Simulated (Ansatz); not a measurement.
Start from `C[Se]C(O)O` and change one atom or group to get `OC(O)O[SiH3]`.

Ansatz, PBE0-D4/def2-TZVP geometries, multiplicity 1. Each molecule was computed in one conformer, which needn't be the lowest.

Scalar relativity is left out up to krypton. Spin–orbit coupling is left out; it splits and shifts lone-pair levels of the heavy atoms by tenths of an eV.

| property | `C[Se]C(O)O` |
| --- | --- |
| HOMO energy (B3LYP/def2-TZVPP) / eV | -6.08 |
| LUMO energy (PBE0/def2-TZVPP) / eV | 0.20 |
| LUMO energy (ωB97M-V/def2-TZVPP) / eV | 2.01 |
| HOMO–LUMO gap (ωB97M-V/def2-TZVPP) / eV | 10.52 |
| size of the dipole moment (B3LYP/def2-TZVPP) / D | 1.77 |
| HOMO–LUMO gap (B3LYP/def2-TZVPP) / eV | 6.00 |

(1) What does the change do to each property? (Best estimate.)

Results:

(1) The calculation gave: 
```csv
property,`OC(O)O[SiH3]`,shift
HOMO energy (B3LYP/def2-TZVPP) / eV,-8.45,-2.37
LUMO energy (PBE0/def2-TZVPP) / eV,0.32,0.12
LUMO energy (ωB97M-V/def2-TZVPP) / eV,1.91,-0.10
HOMO–LUMO gap (ωB97M-V/def2-TZVPP) / eV,12.95,2.43
size of the dipole moment (B3LYP/def2-TZVPP) / D,1.11,-0.66
HOMO–LUMO gap (B3LYP/def2-TZVPP) / eV,8.53,2.53
```

With PBE0 the HOMO falls by 2.37 eV and the LUMO rises by 0.12 eV, so the gap widens by about 2.49 eV. PBE moves the HOMO by -1.95 eV and ωB97M-V by -2.53 eV. Dipoles are sizes alone; their direction can turn.

B3LYP here is the variant with VWN-RPA as its local correlation; programs differ in this.
